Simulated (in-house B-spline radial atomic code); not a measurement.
Results of a calculation; reference values are marked as such.
## Making a Troullier-Martins d channel for Zn, r_c = 1.89 bohr

Zn, [Ar] 3d10 4s2, non-relativistic LDA (VWN5), spherical and spin-unpolarised, from an all-electron radial atomic-structure program (B-spline basis) (atomic units). The all-electron 3d level is ε = -0.398945 hartree and its outer maximum at 0.56 bohr.

Inside r_c the pseudo-orbital is u(r) = r^3 exp(p(r)), with p = c0 + c2 r² + c4 r⁴ + … + c12 r¹². The seven coefficients follow from p and its first four derivatives at r_c, from zero curvature of the screened potential at the origin, c4 = −c2²/(2l + 5), and from the norm inside r_c. At r_c the all-electron orbital has P = 0.3317545, P' = -0.3279379, the screened potential V = -0.7279791, V' = 0.8621489, V'' = -1.590432, and the norm inside is Q = 0.9431437.

(1) What are p, p' and p'' at r_c?

For a trial c2 the five matching conditions are linear in c0, c6, c8, c10 and c12, and c2 is varied until the norm inside r_c equals Q. The root nearest zero gives:

| n | c_n |
| --- | --- |
| 0 | 2.350584 |
| 2 | -2.267463 |
| 4 | -0.5712655 |
| 6 | 0.6989174 |
| 8 | -0.2341214 |
| 10 | 0.03537713 |
| 12 | -0.002063887 |

(2) Check c4 and p(r_c), and find the screened pseudopotential at the origin.

Orbitals and screened potentials:

| r (bohr) | P | u | V all-electron | V pseudo |
| --- | --- | --- | --- | --- |
| 0.189 | 0.41 | 0.06528 | -86.69 | -16.23 |
| 0.472 | 1.012 | 0.6518 | -18.08 | -14.92 |
| 0.756 | 0.966 | 1.146 | -6.391 | -10.08 |
| 1.04 | 0.7667 | 0.9612 | -2.974 | -3.743 |
| 1.323 | 0.5834 | 0.6336 | -1.668 | -0.5015 |
| 1.606 | 0.44 | 0.4425 | -1.056 | -0.4941 |
| 1.89 | 0.3318 | 0.3318 | -0.728 | -0.728 |

Logarithmic derivatives P'/P at R = 2.19 bohr, for energies E around ε:

```tsv
E − ε (hartree)	all-electron	pseudo
-0.5	1.30218	1.35592
-0.25	0.933273	0.983226
-0.1	0.397782	0.428541
0	-0.974581	-0.974579
0.1	7.26315	8.94121
0.25	2.0422	2.28963
0.5	1.31121	1.51736
```

Results:

(1) p = ln(P/r_c^3) = ln(0.3317545/6.75127) = -3.01309. p' = P'/P − 3/r_c = -0.98850 − 1.58730 = -2.57580. The radial equation gives p'' = 2(V − ε) − 2(3) p'/r_c − p'² = -0.65807 − (-8.17713) − 6.63473 = 0.88433. Differentiating, p''' = 2V' + 2(3)p'/r_c² − 2(3)p''/r_c − 2p'p'' = -0.85391, and p'''' = 2V'' − 4(3)p'/r_c³ + 4(3)p''/r_c² − 2(3)p'''/r_c − 2p''² − 2p'p''' = 1.116.

(2) −c2²/9 = -0.571265, as listed. The terms c_n r_c^n are 2.35058, -8.09961, -7.28929, 31.85640, -38.11848, 20.57504, -4.28773, which sum to -3.01309. Inverting the radial equation, V_l(r) = ε + 3 p'/r + (p'' + p'²)/2, so V_l(0) = ε + (2l + 3) c2 = -0.398945 + 7 × (-2.26746) = -16.2712 hartree, finite where the all-electron potential diverges.
